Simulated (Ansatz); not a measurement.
`B[NH][AlH][O]C` + H₂S → `C[O][AlH][SH]` + `BN`  (ligand exchange at the Al–N bond)

Gas-phase electronic energies from Ansatz, PBE0-D4/def2-TZVP geometries. CCSD(T)/CBS is the MP2 limit (def2-TZVPP, def2-QZVPP) plus CCSD(T) − MP2 in def2-TZVPP, frozen cores. This one scheme is used for every species. DFT in def2-TZVPP. One conformer a species, not always the lowest.

| level | ΔE (eV) |
| --- | --- |
| PBE0-D4 | -0.51 |
| B2PLYP | -0.52 |
| MP2/def2-QZVPP | -0.47 |
| CCSD/CBS(def2) | -0.48 |

Question: What does CCSD(T)/CBS give? (An estimate is asked.)

Answer: Ansatz gave: -0.46 eV. The listed levels differ from it by -0.05, -0.06, -0.01, -0.02 eV.

Largest T1 diagnostic among the species: 0.013.

In def2-TZVPP, CCSD(T) changes the Hartree–Fock value by +0.17 eV (the triples alone add +0.02 eV) and MP2 by +0.14 eV.
